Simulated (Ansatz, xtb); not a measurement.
## C4H5BCl2O2: which of two isomers lies lower

We compare X, `C=C(B(Cl)Cl)C(=O)OC`, a singlet, with Y, `C=COC(=O)CB(Cl)Cl`, a singlet. Both are isolated molecules in the gas phase, relaxed with B3LYP/def2-SVP; each stands in its lowest conformer found.

X (Å):

```xyz
14

C    -1.0477   -2.1331    1.3221
C    -0.9009   -0.8725    0.8681
C    -2.1532   -0.0417    0.7888
C    -3.1145    1.8757   -0.1908
B     0.5132   -0.3127    0.5154
Cl    1.0010    1.3202    0.9488
Cl    1.7233   -1.3593   -0.2311
O    -3.1999   -0.3038    1.3310
O    -1.9845    1.0208   -0.0177
H    -0.2013   -2.8214    1.3863
H    -2.0293   -2.4888    1.6512
H    -3.9598    1.3217   -0.6264
H    -2.7911    2.6753   -0.8683
H    -3.4347    2.2977    0.7738
```

Y (Å):

```xyz
14

C    -3.3868    2.1330   -1.5986
C    -2.4854    1.1607   -1.7186
C    -0.6808   -0.0985   -0.8591
C     0.2323   -0.1656    0.3366
B     1.4196    0.8734    0.3506
Cl    1.7734    1.9213   -1.0118
Cl    2.4503    0.9664    1.7746
O    -1.5868    0.9108   -0.7034
O    -0.6315   -0.8102   -1.8255
H    -3.4402    2.7548   -0.7020
H    -4.0902    2.3197   -2.4111
H    -2.3788    0.5050   -2.5853
H     0.6780   -1.1741    0.3767
H    -0.3466   -0.0273    1.2652
```

Which of the two would you expect CCSD(T)/def2-SVP + ΔMP2/def2-TZVPP electronic energies to favour?

Too close to call at this level: CCSD(T)/def2-SVP + ΔMP2/def2-TZVPP gives E(Y) − E(X) = −0.30 kcal/mol.

How the difference moves with the method:

| level | geometry | E(Y) − E(X) (kcal/mol) | departure from the last row (kcal/mol) | job, with rough time for the two |
| --- | --- | --- | --- | --- |
| B3LYP/def2-SVP | B3LYP/def2-SVP | −0.99 | −0.69 | optimisation, 2.9 min |
| HF/def2-SVP | B3LYP/def2-SVP | +0.56 | +0.86 | part of the CCSD(T) run |
| MP2/def2-SVP | B3LYP/def2-SVP | +0.45 | +0.75 | part of the CCSD(T) run |
| CCSD(T)/def2-SVP | B3LYP/def2-SVP | +0.40 | +0.70 | single point |
| CCSD(T)/def2-SVP + ΔMP2/def2-TZVPP | B3LYP/def2-SVP | −0.30 |  | single point, 2.8 min |

As drawn, both hold the same kinds of bond in the same numbers. Structure X has 1 methyl group, Y 0.

The largest departure from CCSD(T)/def2-SVP + ΔMP2/def2-TZVPP is that of HF/def2-SVP, 0.86 kcal/mol. Levels run at GFN2-xTB geometries aren't shown. The last row adds to CCSD(T) the change of the MP2 difference between the two basis sets, here −0.70 kcal/mol.

With thermal terms from frequencies at re-optimised GFN2-xTB minima (ideal gas, soft modes damped towards free rotors, one conformer each, 298.15 K, 1 atm): the zero-point term adds −0.06 kcal/mol; ΔH is −0.56 and ΔG −0.40 kcal/mol.

The correlated steps freeze 17 core orbitals. Codes used: Ansatz 0.2.0, xtb 6.7.1; the last row on 4 threads of Arm Neoverse V1 on a shared host.
